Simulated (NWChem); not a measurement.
System: AgH3SO; SMILES [OH2]->[Ag][SH]

```xyz
6

Ag    -0.0180    -0.2188     0.0011
S      0.0751     2.0836    -0.0018
H     -1.2827     2.2266     0.0122
O     -0.0047    -2.4593    -0.0006
H      0.5074    -2.8041     0.7563
H      0.4584    -2.8023    -0.7893
```
Atoms are numbered in this order, from 1.

Results from NWChem. Medium grid unless said otherwise, to which SCAN and Minnesota functionals are sensitive. The geometry was optimised at PBE-D3(BJ)/def2-SVP. def2 effective core potentials on Ag; no spin-orbit coupling.

For level M06-L/def2-SVP:

```
Property                     Result
---------------------------  ------
highest occupied level (eV)   -4.51
orbital gap (eV)               3.00
dipole (D)                     7.36
```

### Question
Estimate the same quantities for level B3LYP/def2-SVP.

### Answer
| Property | Result |
|---|---|
| highest occupied level (eV) | -5.34 |
| orbital gap (eV) | 3.79 |
| dipole (D) | 7.08 |
